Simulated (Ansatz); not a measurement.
Reaction (cleavage of the Si–Si bond): `O[SiH2][SiH2][GeH3]` + H–F → `F[SiH2][GeH3]` + silanol

Calculated with Ansatz (gas phase, PBE0-D4/def2-TZVP geometries, no zero-point term in ΔE). CCSD(T)/CBS adds triple-zeta CCSD(T) − MP2 to the extrapolated MP2 energy (def2 sets, frozen cores). This one scheme is used for every species. DFT in def2-TZVPP. B3LYP here is the variant with VWN-RPA as its local correlation; programs differ in this. For Ge outer-core shells are correlated without core-valence functions, which leaves a few kJ/mol of doubt a bond. Scalar relativity is left out up to krypton. One conformer a species, not always the lowest.

```
             level  ΔE (kcal/mol)  difference from CCSD(T)/CBS
            PBE-D4          -22.7                          4.7
           PBE0-D4          -23.6                          3.8
          B3LYP-D4          -28.3                         -0.9
           ωB97X-V          -28.5                         -1.1
           ωB97M-V          -29.4                         -2.0
            B2PLYP          -30.6                         -3.2
            r2SCAN          -28.1                         -0.7
             B3LYP          -31.2                         -3.8
     HF/def2-TZVPP          -36.2                         -8.8
    MP2/def2-TZVPP          -28.4                         -1.0
   CCSD/def2-TZVPP          -28.7                         -1.3
CCSD(T)/def2-TZVPP          -27.5                         -0.1
    MP2/def2-QZVPP          -28.6                         -1.2
SCS-MP2/def2-QZVPP          -30.8                         -3.4
      HF/CBS(def2)          -37.1                         -9.7
     MP2/CBS(def2)          -28.3                         -0.9
       CCSD(T)/CBS          -27.4                            0
```

Largest T1 diagnostic among the species: 0.012.

The D4 term adds +2.8 kcal/mol with B3LYP and +1.6 kcal/mol with PBE0; it sums over pairs of atoms, weighted by their polarisabilities, and B3LYP, whose exchange is more repulsive, gets the larger term. In def2-TZVPP, CCSD(T) changes the Hartree–Fock value by +8.7 kcal/mol (the triples alone add +1.2 kcal/mol) and MP2 by +7.8 kcal/mol.
